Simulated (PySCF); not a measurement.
## Potential energy of KNa along the bond

Set-up: basis K x2c-TZVPall, Na x2c-TZVPall; spin-free X2C with a Gaussian nucleus; PySCF 2.14. Energies in eV from K + Na in their ground configurations at the same level. State: ¹Σ⁺ (singlet), closed shell.

All columns are PBE0. A positive dipole means K(−)Na(+).

| R (Å) | E (eV) | μ (D) | Mulliken charge on K (basis-dependent) | HOMO (eV) | LUMO (eV) | Mayer bond order | ⟨S²⟩ |
| --- | --- | --- | --- | --- | --- | --- | --- |
| 3.043 | -0.478 | -2.69 | 0.06 | -3.34 | -1.16 | 1.01 | 0.00 |
| 3.185 | -0.547 | -2.76 | 0.08 | -3.31 | -1.19 | 1.00 | 0.00 |
| 3.327 | -0.588 | -2.84 | 0.09 | -3.27 | -1.22 | 0.99 | 0.00 |
| 3.433 | -0.603 | -2.89 | 0.09 | -3.24 | -1.25 | 0.99 | 0.00 |
| 3.539 | -0.608 | -2.95 | 0.10 | -3.22 | -1.27 | 0.99 | 0.00 |
| 3.645 | -0.604 | -3.00 | 0.10 | -3.19 | -1.30 | 0.99 | 0.00 |
| 3.787 | -0.587 | -3.08 | 0.11 | -3.16 | -1.34 | 0.98 | 0.00 |
| 3.964 | -0.551 | -3.17 | 0.12 | -3.13 | -1.39 | 0.98 | 0.00 |
| 4.176 | -0.492 | -3.28 | 0.12 | -3.09 | -1.46 | 0.98 | 0.00 |
| 4.459 | -0.397 | -3.40 | 0.13 | -3.04 | -1.54 | 0.98 | 0.00 |

A fit through these points gives, at Re = 3.540 Å, μ = -2.95 D and dμ/dR = -0.533 D/Å; the reduced mass is 14.46 u.

**Question.** How strong is the fundamental in the double-harmonic approximation, I = 42.26·(dμ/dR)²/μred km/mol?

**Answer.** I = 42.26·(-0.533)²/14.46 = 0.830 km/mol at PBE0.

Closed-shell solutions of metal pairs were not tested for spin polarisation, which can lower them a little.
